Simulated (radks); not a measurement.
Problem. The mean radii <r> (bohr) of the occupied orbitals of an atom or ion are listed with their occupations. All-electron calculation, Dirac Kohn-Sham, RPBE, spin-unpolarised, spherical densities, point nucleus. Program: a radial shooting solver on a logarithmic mesh with Libxc functionals.

| orbital | occ. | <r> |
|---|---|---|
| 1s1/2 | 2 | 0.03609 |
| 2s1/2 | 2 | 0.1577 |
| 2p1/2 | 2 | 0.1346 |
| 2p3/2 | 4 | 0.1391 |
| 3s1/2 | 2 | 0.4426 |
| 3p1/2 | 2 | 0.4381 |
| 3p3/2 | 4 | 0.4486 |
| 3d3/2 | 4 | 0.4301 |
| 3d5/2 | 6 | 0.4335 |
| 4s1/2 | 2 | 1.129 |
| 4p1/2 | 2 | 1.223 |
| 4p3/2 | 2 | 1.248 |
| 4d3/2 | 3 | 1.579 |
| 5d3/2 | 2 | 4.392 |

Name the element and its charge. Open shells, if any, fill j = l - 1/2 first.

Solution. Z = 41, niobium, charge +2: Nb2+ in [Ar] 3d10 4s2 4p4 4d3 5d2. The 1s radius gives Z: for a bare nucleus <r> = (2 gamma + 1)/(2Z) with gamma = sqrt(1 - (Z/c)^2), 0.03547 bohr for Z = 41, and screening makes it slightly larger (0.03609 here). The occupations add up to 39, and the charge is Z minus that.
